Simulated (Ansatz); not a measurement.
Reaction (hydrogenolysis of the Si–Cl bond): `N[Si](Cl)(Cl)Cl` + H₂ → `N[SiH](Cl)Cl` + HCl

Calculated with Ansatz (gas phase, PBE0-D4/def2-TZVP geometries, no zero-point term in ΔE). CCSD(T)/CBS is the MP2 limit (def2-TZVPP, def2-QZVPP) plus CCSD(T) − MP2 in def2-TZVPP, frozen cores. This one scheme is used for every species. Functionals use def2-TZVPP. B3LYP here is the variant with VWN-RPA as its local correlation; programs differ in this. HSE06 is defined as in plane-wave codes. One conformer a species, not always the lowest.

`N[Si](Cl)(Cl)Cl`:

Cartesian coordinates in Å:
```
N 0.564 -0.209 0.948
Si -0.214 0.110 -0.510
Cl -2.255 0.136 -0.427
Cl 0.373 1.944 -1.157
Cl 0.303 -1.338 -1.837
H 0.597 -1.143 1.321
H 0.633 0.500 1.661
```

H₂:

```xyz
2

H    -0.099    0.200   -0.299
H     0.099   -0.200    0.299
```

`N[SiH](Cl)Cl`:

Z-matrix (Å, degrees):
```
Si
Cl 1 2.041
Cl 1 2.056 2 107.0
N 1 1.692 2 107.5 3 124.1
H 1 1.472 2 110.9 3 -115.5
H 4 1.007 1 120.6 2 -43.0
H 4 1.008 1 120.1 2 169.5
```

HCl:

Cartesian coordinates in Å:
```
Cl -0.504 -0.241 -0.311
H 0.504 0.241 0.311
```

```
          level  ΔE (eV)
        PBE0-D4     0.80
       BHLYP-D4     0.79
       PBE-QIDH     0.79
          B3LYP     0.67
          HSE06     0.73
          BHLYP     0.67
      CAM-B3LYP     0.68
CCSD/def2-TZVPP     0.69
```

Question: What does CCSD(T)/CBS give? (An estimate is asked.)

Answer: The calculation gave: +0.79 eV. The listed levels differ from it by 0.01, 0.00, 0.00, -0.12, -0.06, -0.12, -0.11, -0.10 eV.

Largest T1 diagnostic among the species: 0.009.

The D4 term adds +0.13 eV with B3LYP and +0.07 eV with PBE0; it sums over pairs of atoms, weighted by their polarisabilities, and B3LYP, whose exchange is more repulsive, gets the larger term. At CCSD(T), def2-SVP lies −0.14 eV from the extrapolated value and def2-TZVPP −0.06 eV.
